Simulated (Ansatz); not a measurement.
Atom: P, charge 0, multiplicity 4.

Quantity: ionisation energy to the triplet, in eV. Conventions: non-relativistic; UHF or UKS for open shells; each state is the SCF solution reached for its charge and spin; 6-31G* and kin with 6d, 5d where marked; frozen cores in correlated levels; 6-311+G** with 5d, 6d on Na to Ar in Ansatz (a quantum-chemistry and plane-wave program); no spin-orbit coupling. CBS marks a two-point X^-3 extrapolation of the correlation energy; Hartree-Fock from the larger set.

Measured values: NIST ASD by pymatgen's periodic table; they hold spin-orbit and core effects. 

Value to compare with, the measured value: 10.49 eV.

```
level                                         program  ionisation energy to the triplet (eV)  error
--------------------------------------------  -------  -------------------------------------  -----
HF/6-31G*                                      Ansatz                                   9.94  -0.55
PBE/6-31G*                                     Ansatz                                  10.48  -0.01
PBE/6-311+G**                                  Ansatz                                  10.49   0.00
B3LYP/STO-3G                                   Ansatz                                   7.19  -3.30
B3LYP/3-21G                                    Ansatz                                  10.43  -0.06
B3LYP/6-31G*                                   Ansatz                                  10.38  -0.11
B3LYP/6-311+G**                                Ansatz                                  10.39  -0.10
MP2/6-31G*                                     Ansatz                                  10.19  -0.30
MP2/6-311+G**                                  Ansatz                                  10.19  -0.30
wB97X-V/def2-TZVPD                             Ansatz                                  10.31  -0.18
CCSD(T)/CBS(aug-cc-pV(T+d)Z,aug-cc-pV(Q+d)Z)   Ansatz                                  10.52   0.03
```

Among the 9 habitual levels, B3LYP/STO-3G lies farthest from the measured value (-3.30 eV); 0 of 9 lie above it, and their mean absolute error is 0.53 eV, the median 0.11. One case shows no general order.

The levels are drawn from those run, B3LYP/6-31G* more often than the rest, none by its result; runs whose electronic state is in doubt are left out.
